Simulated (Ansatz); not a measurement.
A nudged elastic band was laid between two geometries of a periodic cell of 19 atoms, LiC18 (surface graphene monolayer, adsorbate Li).

Computed with DFT PBEsol, scalar-relativistic, plane waves, PAW in Ansatz 0.2.0. Settings: cutoff 420 eV, k mesh 2x2x1, gaussian smearing 0.02 eV, spin collinear.

```yaml
movable_images: 5
climbing_image: yes
spring: 5.0 eV/Å²
optimiser: quadratic models (default)
start_path: straight line
force_threshold: 0.05 eV/Å
iteration_limit: 45
end_points: relaxed
```

First end point:

```xyz
19
Lattice="7.3980 0.0000 0.0000 -3.6990 6.4069 0.0000 0.0000 0.0000 13.0000" Properties=species:S:1:pos:R:3
C 0.005 -0.026 1.016
C 1.238 0.679 1.016
C -1.233 2.106 1.017
C -0.001 2.818 1.003
C -2.461 4.245 1.017
C -1.233 4.960 1.018
C 2.471 -0.026 1.016
C 3.704 0.686 1.017
C 1.238 2.102 1.001
C 2.477 2.818 1.002
C -0.001 4.249 1.005
C 1.238 4.964 1.006
C 4.937 -0.020 1.019
C 6.170 0.686 1.017
C 3.710 2.106 1.016
C 4.937 2.821 1.016
C 2.477 4.249 1.004
C 3.710 4.960 1.018
Li 1.240 3.522 2.656
```

Last end point:

Only the atoms that move by more than 0.05 Å are listed.
```
Li19 0.007 5.657 2.656
```

(1) Which bonds break or form, and what moves?

(2) Give the energies along the band, and the barrier.

(3) What is the geometry of the highest image?

Results:

(1) Contacts lost: C4–Li19, C9–Li19, C10–Li19, C17–Li19. Contacts made: C6–Li19, C7–Li19, C8–Li19, C13–Li19. The atom that moves furthest is Li19, by 2.47 Å.

(2) The forces met the threshold. The highest image is number 3 of 0 to 6, 0.37 eV above the ends, which have the same energy within 2 meV. By the program's own check the climbing image is of a kind that is not told: the force calls were inconclusive, a negative curvature could not be distinguished from the path's own, the only one lies far off the path, or fixed occupations may fill a level only in part (lowest curvatures found: -0.97 and 0.22 eV/Å²). Limits of this set-up: slab without dipole correction.

```
image  path coordinate (Å)  energy (eV)  C4–Li19 (Å)  C9–Li19 (Å)  C10–Li19 (Å)
    0                 0.00         0.00         2.18         2.18          2.18
    1                 0.41         0.11         2.27         2.46          2.46
    2                 0.83         0.29         2.44         2.81          2.81
    3                 1.24         0.37         2.64         3.16          3.16
    4                 1.65         0.29         2.85         3.48          3.48
    5                 2.05         0.11         3.05         3.78          3.78
    6                 2.46         0.00         3.28         4.10          4.10
```

(3) 
```xyz
19
Lattice="7.3980 0.0000 0.0000 -3.6990 6.4069 0.0000 0.0000 0.0000 13.0000" Properties=species:S:1:pos:R:3:forces:R:3
C 0.006 -0.026 1.016 0.00 0.00 0.00
C 1.237 0.685 1.023 0.00 0.00 -0.01
C -1.230 2.108 1.018 0.00 0.00 0.00
C 0.005 2.816 0.994 0.00 0.00 0.00
C -2.463 4.243 1.018 0.00 0.00 0.00
C -1.232 4.958 0.994 0.00 0.00 0.00
C 2.470 -0.024 1.013 0.00 0.00 0.00
C 3.703 0.688 1.013 0.00 0.00 0.00
C 1.240 2.106 1.013 0.00 0.00 0.00
C 2.473 2.818 1.013 0.00 0.00 0.00
C 0.001 4.242 0.927 0.00 0.00 0.00
C 1.243 4.959 0.927 0.00 0.00 0.00
C 4.938 -0.022 0.994 0.00 0.00 0.00
C 6.173 0.686 1.018 0.00 0.00 0.00
C 3.705 2.109 1.023 0.00 0.00 -0.01
C 4.937 2.821 1.016 0.00 0.00 0.00
C 2.476 4.243 0.994 0.00 0.00 0.00
C 3.707 4.958 1.018 0.00 0.00 0.00
Li 0.620 4.599 2.847 0.00 0.00 0.01
```

Time of the run: 3.5 min on 2 threads of Arm Neoverse V2, with other jobs on the host, peak memory 1.9 GiB.
